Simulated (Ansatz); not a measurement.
Pulling on the O4–H5 bond in BH3O (SMILES BO) (multiplicity 1 held, fragments rigid). Energies count from the point at 0.963 Å.
Geometry at that point (charge 0, multiplicity 1):
| atom | x (Å) | y (Å) | z (Å) |
|---|---|---|---|
| B | -0.4484 | -0.5534 | 0.0610 |
| H | -0.3382 | -1.3375 | 0.9518 |
| H | -1.3024 | -0.6419 | -0.7734 |
| O | 0.4452 | 0.4596 | 0.0279 |
| H | 0.3210 | 1.0699 | -0.7069 |

Signs of static correlation in cc-pVDZ, with CASSCF(4,3), from Ansatz (a program for electronic structure) runs.

| R (Å) | T1 of restricted CCSD | ⟨S²⟩ of UHF | largest double amplitude of restricted CCSD | weight of the CASSCF reference in MRCISD | CASSCF natural occupations |
|---|---|---|---|---|---|
| 0.771 | 0.015 | 0.000 | 0.044 | 0.925 | 2.00 1.99 0.01 |
| 0.867 | 0.015 | 0.000 | 0.045 | 0.924 | 2.00 1.99 0.01 |
| 0.963 | 0.016 | 0.000 | 0.046 | 0.923 | 2.00 1.98 0.02 |
| 1.060 | 0.016 | 0.000 | 0.047 | 0.923 | 2.00 1.97 0.03 |
| 1.156 | 0.017 | 0.000 | 0.048 | 0.922 | 2.00 1.96 0.04 |
| 1.300 | 0.019 | 0.000 | 0.051 | 0.921 | 2.00 1.93 0.07 |
| 1.445 | 0.021 | 0.332 | 0.072 | 0.920 | 2.00 1.88 0.12 |
| 1.686 | 0.026 | ? | 0.172 | 0.919 | 2.00 1.76 0.24 |
| 1.926 | 0.031 | 0.914 | 0.306 | 0.918 | 2.00 1.59 0.41 |
| 2.215 | 0.037 | 0.978 | ? | 0.917 | 2.00 1.39 0.61 |
| 2.601 | 0.041 | 1.004 | 0.620 | 0.916 | 2.00 1.21 0.79 |
| 3.082 | 0.044 | 1.012 | 0.739 | 0.915 | 2.00 1.09 0.91 |

Problem. Some entries are withheld; supply them.

Solution. 
- 1.686, ⟨S²⟩ of UHF: 0.765
- 2.215, largest double amplitude of restricted CCSD: 0.462

Doubts at one or more of the structures used: active orbitals that take no part (SC-NEVPT2 on CASSCF(4,3)/cc-pVDZ); a restricted determinant that unrestricted orbitals would lower (R-CCSD(T)/cc-pVDZ); other coupled-cluster roots lie near (R-CCSD(T)/cc-pVDZ); a spin-contaminated determinant (U-CCSD(T)/cc-pVDZ); T1 above 0.05 (U-CCSD(T)/cc-pVDZ); the program's own flag: large difference (U-CCSD(T)/cc-pVDZ).
